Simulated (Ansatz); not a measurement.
Sn3Me8 (C8H24Sn3), relaxed as a singlet with RKS PBE-D4/def2-SVP in Ansatz, starting from the GFN2-xTB geometry. Force threshold 0.03 eV/Å.

In the def2 sets Sn takes a core potential; there is no spin–orbit coupling.

Start:

```xyz
35

Sn    0.1337    0.3549    2.4715
C     0.8471    2.1729    3.4490
C    -1.8833   -0.0632    3.2073
C     1.4453   -1.2984    3.0501
Sn    0.1179    0.8128   -0.2775
C    -1.4258    2.3202   -0.6429
C     1.9719    1.8667   -0.7680
Sn   -0.2266   -1.1746   -2.2011
C     1.1592   -0.8200   -3.8518
C     0.1366   -3.1870   -1.4169
C    -2.2604   -1.0877   -2.9952
H     0.7519    2.0597    4.5211
H     1.8872    2.3580    3.2134
H     0.2660    3.0332    3.1416
H    -2.2859   -0.9615    2.7541
H    -2.5492    0.7638    2.9908
H    -1.8469   -0.2046    4.2804
H     1.4762   -1.3623    4.1309
H     1.0806   -2.2406    2.6580
H     2.4527   -1.1356    2.6853
H    -1.2682    3.1742    0.0064
H    -1.3757    2.6594   -1.6715
H    -2.4196    1.9264   -0.4586
H     2.8425    1.2389   -0.6116
H     2.0690    2.7502   -0.1474
H     1.9549    2.1772   -1.8066
H     2.1885   -0.8408   -3.5156
H     0.9657    0.1405   -4.3134
H     1.0235   -1.5933   -4.5973
H     1.1456   -3.2741   -1.0311
H    -0.5610   -3.4251   -0.6224
H     0.0101   -3.9094   -2.2142
H    -2.3544   -1.7995   -3.8058
H    -2.9902   -1.3333   -2.2330
H    -2.4787   -0.0982   -3.3781
```

Q: Estimate the energy that the relaxation releases and the steps that it takes.

A: 28.4 kJ/mol, in 14 steps; 94 s on 4 threads of Arm Neoverse V2 on a shared host. The force fell under the threshold at step 4, but the optimiser went on and released 0.028 eV more. No frequencies were taken in this run, so the end may be a saddle point.

Q: Does the start keep its bonding and symmetry?

A: By distances, no bond broke or formed. The bond that changes most is Sn5–Sn8, from 2.79 to 2.82 Å (atoms count from 1).

Q: Predict the relaxed structure.

A: 
```xyz
35

Sn    0.1173    0.3551    2.3131
C     0.8157    1.9345    3.6577
C    -1.9027   -0.2085    2.9319
C     1.4031   -1.3872    2.6165
Sn    0.1481    1.1460   -0.3867
C    -1.4101    2.6439   -0.7655
C     2.0556    2.1222   -0.8606
Sn   -0.2217   -1.0856   -2.0637
C     1.1197   -1.0408   -3.7912
C     0.1824   -2.9290   -0.9568
C    -2.2738   -1.2085   -2.8083
H     0.8230    1.5571    4.6997
H     1.8419    2.2458    3.3812
H     0.1459    2.8141    3.5975
H    -2.2737   -1.0468    2.3103
H    -2.5931    0.6501    2.8229
H    -1.8911   -0.5273    3.9932
H     1.3538   -1.7036    3.6778
H     1.0690   -2.2245    1.9737
H     2.4529   -1.1388    2.3653
H    -1.2480    3.5262   -0.1160
H    -1.3705    2.9634   -1.8251
H    -2.4098    2.2183   -0.5545
H     2.8983    1.4254   -0.6891
H     2.1885    3.0145   -0.2183
H     2.0587    2.4366   -1.9225
H     2.1737   -0.9930   -3.4555
H     0.9050   -0.1555   -4.4204
H     0.9761   -1.9570   -4.3976
H     1.2283   -2.9368   -0.5933
H    -0.4981   -3.0053   -0.0861
H     0.0236   -3.8074   -1.6139
H    -2.3788   -2.0971   -3.4620
H    -2.9832   -1.2992   -1.9629
H    -2.5259   -0.3013   -3.3906
```
Bond lengths (bridged metal pairs left out): 8 × C–Sn 2.19 Å; 2 × Sn–Sn 2.81 to 2.82 Å; 24 × C–H 1.11 Å.
